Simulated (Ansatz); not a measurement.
Energy needed to pull apart CH3ISi (SMILES C=[SiH]I), closed shell, into free ground-state atoms, from the structure below (displaced at random from a GFN2-xTB minimum); no zero-point or spin–orbit terms; open-shell atoms are treated unrestricted, in their ground-state multiplicity.

C1  (-0.300, 0.609, -0.841)
Si2  (0.112, -0.129, 0.700)
I3  (0.982, -2.598, 0.865)
H4  (-0.666, 1.711, -0.930)
H5  (-0.169, 0.056, -1.873)
H6  (0.147, 0.370, 2.151)
(Å)

Program: Ansatz 0.2.0. Basis: def2-TZVPP. Cores are frozen in the correlated methods. Filled d shells of the heavier atoms are correlated. Core potentials replace the inner electrons of the atoms past krypton. The def2 sets are not built for correlating such inner shells, so the correlated values are less sure here.

```json
{"method": "SPW92", "atomization energy (kJ/mol)": "?"}
{"method": "PBE-D4", "atomization energy (kJ/mol)": "1857"}
{"method": "revPBE-D4", "atomization energy (kJ/mol)": "1817"}
{"method": "r2SCAN-D4", "atomization energy (kJ/mol)": "1824"}
{"method": "PBE0-D4", "atomization energy (kJ/mol)": "1812"}
{"method": "wB97M-V", "atomization energy (kJ/mol)": "1800"}
{"method": "HF", "atomization energy (kJ/mol)": "?"}
{"method": "MP2", "atomization energy (kJ/mol)": "1784"}
{"method": "CCSD", "atomization energy (kJ/mol)": "1721"}
{"method": "CCSD(T)", "atomization energy (kJ/mol)": "1763"}
```

Question: What does SPW92 give? (Judge from chemistry; the value comes from the calculation.)

Answer: By the calculation: 2078 kJ/mol, which is about 316 kJ/mol more than CCSD(T)/def2-TZVPP.

Question: What does HF give? (An estimate is asked for; the value comes from the calculation.)

Answer: The calculation gives: 1271 kJ/mol, which is about 492 kJ/mol less than CCSD(T)/def2-TZVPP.

In triple zeta the MP2 and coupled-cluster atomization energies are still short of their basis limit by a few kcal/mol a bond, whereas those of the functionals are nearly converged, so these differences are not deviations from converged CCSD(T).

The T1 diagnostic stays at or below 0.012. The restricted Hartree–Fock reference is unstable towards an unrestricted one here.

For scale, one of the runs: CCSD(T)/def2-TZVPP forces, 165 basis functions (an equivalent command: `ansatz run in.yaml --threads 4`). The run took 2.2 min on 4 CPU threads (shared host), with 2.6 GiB of host memory at its peak.
